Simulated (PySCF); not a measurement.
Numbering as in the mapped SMILES `[CH3:1][c+:2]1[cH:3][c:4]1[C@H:5]([CH3:6])[F:7]`. Each H is labelled by its parent atom.

Geometry: GFN2-xTB; GIAO absolute shieldings from PySCF 2.14, gas phase, non-relativistic, averaged over equivalent atoms.

At PBE0/pcSseg-1 (159 basis functions, 19 s wall time on 1 thread of an Arm Neoverse V2, shared host):
```json
{"atoms": "C4", "σ (ppm)": "-9.3"}
{"atoms": "C2", "σ (ppm)": "-6.0"}
{"atoms": "C3", "σ (ppm)": "15.4"}
{"atoms": "C5", "σ (ppm)": "96.2"}
{"atoms": "C6", "σ (ppm)": "164.8"}
{"atoms": "C1", "σ (ppm)": "171.8"}
{"atoms": "F7", "σ (ppm)": "381.1"}
{"atoms": "H(C3)", "σ (ppm)": "21.88"}
{"atoms": "H(C5)", "σ (ppm)": "24.91"}
{"atoms": "H(C1)", "σ (ppm)": "27.93"}
{"atoms": "H(C6)", "σ (ppm)": "29.46"}
```

Question: Estimate the result of repeating the calculation with B97-D/pcSseg-1.

Answer: 
```
atoms  σ at B97-D/pcSseg-1  change
   C4                 -5.2    +4.1
   C2                 -1.4    +4.6
   C3                 18.9    +3.5
   C5                 88.8    -7.4
   C6                158.3    -6.5
   C1                166.0    -5.8
   F7                367.6   -13.5
H(C3)                22.17   +0.29
H(C5)                24.85   -0.06
H(C1)                28.10   +0.17
H(C6)                29.56   +0.10
```

The largest change is at F7 (fluorine on an sp3 carbon). Cost: 159 basis functions, 22 s wall time on 1 thread of an Intel Xeon 6975P-C, shared host. The order of the carbon signals is the same at both levels.
